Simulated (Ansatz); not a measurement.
Mulliken charges of `[OH][Ga]([SH])[O][SiH3]` from r2SCAN/def2-TZVPP in Ansatz (PBE0-D4/def2-TZVP geometry).

```
atom   x (Å)   y (Å)   z (Å)  charge (e)
  O1  -2.312  -1.444   0.344      -0.417
 Ga2  -0.642  -0.851   0.394       0.601
  S3   0.896  -1.918   1.505      -0.244
  O4  -0.287   0.642  -0.496      -0.447
 Si5   1.002   1.601  -0.794       0.439
  H6  -2.889  -0.883  -0.180       0.203
  H7   0.021  -2.862   1.895       0.123
  H8   2.223   1.081  -0.115      -0.083
  H9   0.729   2.976  -0.297      -0.087
 H10   1.258   1.657  -2.257      -0.088
```

By hand: the dipole of these point charges (1 e Å = 4.8032 D).

Σ q r = (-0.015, -0.051, 0.030) e Å, of length 0.061 e Å = 0.29 D.

How does the dipole of the full density compare? (An estimate is asked.)

The calculation gave: (-0.141, -0.031, -0.017) e Å, 0.70 D; the point charges give 0.41 times that, at 69° from its direction.

Point charges leave out the atoms' own dipoles, such as those of lone pairs, and Mulliken's split depends on the basis, so the two needn't agree.
